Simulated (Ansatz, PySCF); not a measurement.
Members of the series B-XY, Y = fluoro; each row names its spin state. All species are isolated molecules in the gas phase. One relaxed conformer stands for each flexible species; it need not be the lowest. Strings in code marks are SMILES.

Quantity: adiabatic spin-state energy, in kcal/mol. HF references are unrestricted for open shells and restricted for singlets. The restricted reference of `F[B-]Cl` and `F[B-][AlH2]` is unstable towards unrestricted orbitals. Levels without diffuse functions put anions too high.

Level 1: frozen-core CCSD(T)/aug-cc-pVDZ // B3LYP-D3(BJ)/def2-TZVPD (Ansatz, a program for electronic structure)
Level 2: LC-ωPBE/aug-cc-pVTZ // B3LYP-D3(BJ)/def2-TZVPD (Ansatz)
Level 3: PBE/aug-cc-pVTZ // B3LYP-D3(BJ)/def2-TZVPD (Ansatz)
Level 4: PBE/6-31G* // B3LYP-D3(BJ)/def2-TZVPD (PySCF)

```json
[
 {"species": "`B[B-]F`: multiplicity 3 minus multiplicity 1", "level 1": "10.7", "level 2": "8.11", "level 3": "12.9", "level 4": "12.7"},
 {"species": "`F[B-][AlH2]`: multiplicity 3 minus multiplicity 1", "level 1": "5.94", "level 2": "-4.78", "level 3": "___", "level 4": "7.98"},
 {"species": "`F[B-]Cl`: multiplicity 3 minus multiplicity 1", "level 1": "40.0", "level 2": "___", "level 3": "32.6", "level 4": "___"}
]
```

### Question
What belongs in the gaps?

### Answer

- `F[B-][AlH2]`: multiplicity 3 minus multiplicity 1, level 3: 3.42
- `F[B-]Cl`: multiplicity 3 minus multiplicity 1, level 2: 31.4
- `F[B-]Cl`: multiplicity 3 minus multiplicity 1, level 4: 38.8
